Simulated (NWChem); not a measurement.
FeHSBr, quintet; SMILES [SH][Fe][Br]

```xyz
4

Fe     0.1207     0.5047    -0.0004
Br    -0.2152    -1.7708     0.0004
S      0.4915     2.7010    -0.0011
H     -0.8343     2.9786     0.0036
```
Atoms are numbered in this order, from 1.

Computed with NWChem. Pople sets run with spherical d functions. Spin-unrestricted. Coordinates come from a PBE0/def2-SVP, spin-unrestricted optimisation. This spin state was assumed; another may lie lower. No stability test was run on the SCF state. Vzz is the largest principal value of the second derivative of the potential at the nucleus (NWChem prints the opposite sign); η is the asymmetry. Non-relativistic.

For level B3LYP/6-31G*:

```
Item            Value
--------------  -----
Vzz Fe1 (a.u.)  2.255
η Fe1            0.83
Vzz Br2 (a.u.)  1.577
η Br2            0.21
Vzz S3 (a.u.)   1.636
```

### Question
Estimate the same quantities for level CAM-B3LYP/def2-TZVP.

### Answer
| Item | Result |
|---|---|
| Vzz Fe1 (a.u.) | -3.581 |
| η Fe1 | 0.29 |
| Vzz Br2 (a.u.) | 1.982 |
| η Br2 | 0.03 |
| Vzz S3 (a.u.) | 1.811 |
